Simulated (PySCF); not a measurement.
Species: C5H6F3NO.
Atom-mapped SMILES: `[H]/[N:3]=[C:2](\[CH3:1])[CH2:4][C:5](=[O:6])[C:7]([F:8])([F:9])[F:10]` (hydrogens: H11, H12, H13 on C1; H14 on N3; H15, H16 on C4)

Structure used (GFN2-xTB), in Å, numbered top down from 1:
```
atom  x, y, z in Å
C1    -1.801   -0.372    0.809
C2    -1.014    0.262   -0.296
N3    -1.111    1.423   -0.755
C4     0.034   -0.643   -0.936
C5     1.188   -0.774    0.005
O6     1.429   -1.715    0.705
C7     2.075    0.505    0.098
F8     1.488    1.419    0.888
F9     3.270    0.238    0.625
F10    2.281    1.079   -1.091
H11   -2.488   -1.106    0.387
H12   -1.139   -0.892    1.498
H13   -2.378    0.373    1.353
H14   -1.807    2.023   -0.323
H15    0.355   -0.178   -1.868
H16   -0.389   -1.633   -1.110
```

The closed-shell SCF was solved with PySCF and density fitting under several settings on one GFN2-xTB geometry (grid level 2 and gas phase unless stated).

| settings | basis functions | SCF cycles | E (Eh) | HOMO (eV) | LUMO (eV) | dipole (D) |
| --- | --- | --- | --- | --- | --- | --- |
| PBE0/pcSseg-1 | 200 | 15 | -622.9236 | -7.81 | -1.93 | 3.29 |
| PBE0/def2-SVPD | 260 | 15 | -622.5533 | -7.89 | -2.09 | 3.39 |

Problem. Estimate the rows for these settings: (1) LC-wPBE/pcSseg-1, IEF-PCM acetone, damping 0.1 at the start, DIIS from the seventh cycle; (2) HSE06/cc-pVDZ; (3) revPBE/6-31++G**, IEF-PCM cyclohexane, grid level 3.

Solution. 
```tsv
settings	basis functions	SCF cycles	E (Eh)	HOMO (eV)	LUMO (eV)	dipole (D)
LC-wPBE/pcSseg-1, IEF-PCM acetone, damping 0.1 at the start, DIIS from the seventh cycle	200	17	-623.2262	-10.52	0.58	3.93
HSE06/cc-pVDZ	170	15	-623.0688	-7.15	-2.01	3.03
revPBE/6-31++G**, IEF-PCM cyclohexane, grid level 3	216	17	-623.4670	-6.19	-2.93	3.61
```

Problem. Over all rows, what range does the HOMO–LUMO gap span?

Solution. From 3.26 eV (revPBE/6-31++G**, IEF-PCM cyclohexane, grid level 3) to 11.10 eV (LC-wPBE/pcSseg-1, IEF-PCM acetone, damping 0.1 at the start, DIIS from the seventh cycle). The functional of the narrowest has no exact exchange, that of the widest range-separated exact exchange.

Problem. And the dipole moment?

Solution. From 3.03 D (HSE06/cc-pVDZ) to 3.93 D (LC-wPBE/pcSseg-1, IEF-PCM acetone, damping 0.1 at the start, DIIS from the seventh cycle); the largest is 1.30 times the smallest, and the median is 3.39 D.

Problem. Compare two rows with the functional PBE0: PBE0/pcSseg-1 and PBE0/def2-SVPD. Which energy is lower, and by how much?

Solution. PBE0/pcSseg-1 (200 functions) lies 0.3703 Eh or 232 kcal/mol below PBE0/def2-SVPD (260 functions). The smaller set gives the lower energy; the two sets aren't nested, so the variational bound doesn't order them by size.

Whole jobs, the steps after the SCF included, on Arm Neoverse V2, one thread, on a shared host:

```json
{"settings": "PBE0/pcSseg-1", "work after the SCF": "shieldings, charges and field gradients, density and orbital grids written", "wall time": "50 s", "peak memory": "0.82 GiB"}
{"settings": "PBE0/def2-SVPD", "work after the SCF": "6 singlets by full TDDFT, 2 Tamm–Dancoff triplets, polarisability, density and orbital grids written", "wall time": "2.1 min", "peak memory": "1.0 GiB"}
{"settings": "LC-wPBE/pcSseg-1, IEF-PCM acetone, damping 0.1 at the start, DIIS from the seventh cycle", "work after the SCF": "shieldings", "wall time": "69 s", "peak memory": "1.1 GiB"}
{"settings": "HSE06/cc-pVDZ", "work after the SCF": "spin–spin couplings from 9 perturbed nuclei, spin–dipole term for 3 of them", "wall time": "1.7 min", "peak memory": "0.89 GiB"}
{"settings": "revPBE/6-31++G**, IEF-PCM cyclohexane, grid level 3", "work after the SCF": "shieldings, charges and field gradients", "wall time": "59 s", "peak memory": "0.82 GiB"}
```

Cycle counts include a coarse-grid stage where the run had one. All basis functions are spherical, in the Pople sets too. One conformer (not necessarily the lowest) at the GFN2-xTB geometry, without vibrations or thermal averaging.
